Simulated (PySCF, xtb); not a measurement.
C₄H₄F₂, SMILES F/C=C\C(=C)F. One conformer was computed; it need not be the lowest.

Harmonic wavenumbers (cm⁻¹) from GFN2-xTB in xtb at its own minimum, in rising order: 63, 155, 312, 333, 424, 592, 695, 732, 795, 860, 864, 870, 933, 1038, 1214, 1248, 1323, 1376, 1664, 1678, 3074, 3118, 3139, 3179.

Problem. What does PySCF with PBE-D3(BJ)/def2-SVP give at its own minimum? (Estimate from the structure and the level; the computed values follow.)

Solution. 82, 176, 329, 347, 448, 637, 695, 763, 773, 802, 858, 896, 926, 1042, 1243, 1282, 1336, 1405, 1632, 1699, 3114, 3117, 3145, 3224. Paired by order, the mean absolute difference is 23 cm⁻¹ and the zero-point energies are 42.4 and 42.8 kcal/mol.
